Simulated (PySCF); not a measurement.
# GeO2: from structure and modes to constants

These are results of PBE/[Ge def2-TZVP, O def2-TZVP], no relativity, density fitting, PySCF, not measurements.

The singlet minimum has D∞h symmetry. Masses (u): Ge 73.92118, O 15.99492.

```xyz
3
charge 0 multiplicity 1, angstrom
Ge    0.0000    0.0000    0.0000
O     0.0000    0.0000    1.6364
O     0.0000    0.0000   -1.6364
```

Harmonic wavenumbers (cm⁻¹): 197.9 (πu, ×2), 863.0 (σg+, ×1), 1041.5 (σu+, ×1).

**Question.** Find the principal moments of inertia and the rotational constants. What kind of rotor is it?

**Answer.** About the centre of mass I = 85.667 u Å². With B = 16.8576/I this gives 0.1968 cm⁻¹. The molecule is linear.

**Question.** What is the harmonic zero-point energy?

**Answer.** Half the sum of all 4 wavenumbers, 2300/2 = 1150 cm⁻¹, which is 13.8 kJ/mol (1 cm⁻¹ = 0.0119627 kJ/mol).

**Question.** Find the bond force constant k and the stretch–stretch coupling k′ of the valence force field.

**Answer.** For linear XMX, 4π²c²ω(σg)² = (k + k′)/mX and 4π²c²ω(σu)² = (k − k′)(1 + 2mX/mM)/mX. So k + k′ = 7.019 and k − k′ = 7.134 mdyn/Å, giving k = 7.077 and k′ = -0.058 mdyn/Å.
